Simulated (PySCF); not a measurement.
All of these have the formula C5H9FOSi. Computed with TDDFT B3LYP/def2-SVPD, vertical, gas phase, core orbitals frozen in the response in PySCF 2.14.0, density-fitted response routines. Geometries: GFN2-xTB; one conformer of each isolated species. Triplets are in the Tamm–Dancoff approximation.

A. `[C@H]1([SiH3])C[C@@H](C1)C(=O)F`
B. `C=C[C@@H]1CCO[Si@H]1F`
C. `CC[Si@@H](F)C(=O)C=C`

Lowest singlet levels (six at most, fewer where fewer were computed) with oscillator strengths:

1. 6.34 eV (f 0.057); 6.59 eV (f 0.006); 6.71 eV (f 0.162); 6.89 eV (f 0.034); 7.13 eV (f 0.147); 7.33 eV (f 0.034); T1 4.39 eV
2. 5.96 eV (f 0.005); 6.55 eV (f 0.009); 7.14 eV (f 0.006); 7.29 eV (f 0.030); 7.37 eV (f 0.014); 7.98 eV (f 0.027); T1 5.40 eV
3. 2.72 eV (f 0.002); 5.34 eV (f 0.144); 5.39 eV (f 0.131); 5.86 eV (f 0.011); 6.23 eV (f 0.003); 6.45 eV (f 0.002); T1 2.21 eV

Task: Match each spectrum to its molecule.

Result: 1 = B, 2 = A, 3 = C.
- A: S1 at 5.96 eV, HOMO-1→LUMO (70%), HOMO→LUMO (22%); Löwdin shares by element: HOMO carbon 46% or more, silicon 18% (atoms not listed hold the other 35%); LUMO carbon 44% or more, oxygen 30%, fluorine 9% (atoms not listed hold the other 17%); HOMO -8.32 and LUMO -0.95 eV.
- B: S1 at 6.34 eV, HOMO→LUMO (51%), HOMO→LUMO+1 (41%); Löwdin shares by element: HOMO carbon 71% or more, silicon 7% (atoms not listed hold the other 22%); LUMO carbon 66% or more, hydrogen 6% or more (atoms not listed hold the other 28%); HOMO -7.04 and LUMO -0.18 eV.
- C: S1 at 2.72 eV, HOMO→LUMO (99%); Löwdin shares by element: HOMO oxygen 50%, carbon 26% or more, silicon 11%; LUMO carbon 63% or more, oxygen 22% (atoms not listed hold the other 15%); HOMO -6.81 and LUMO -2.61 eV.
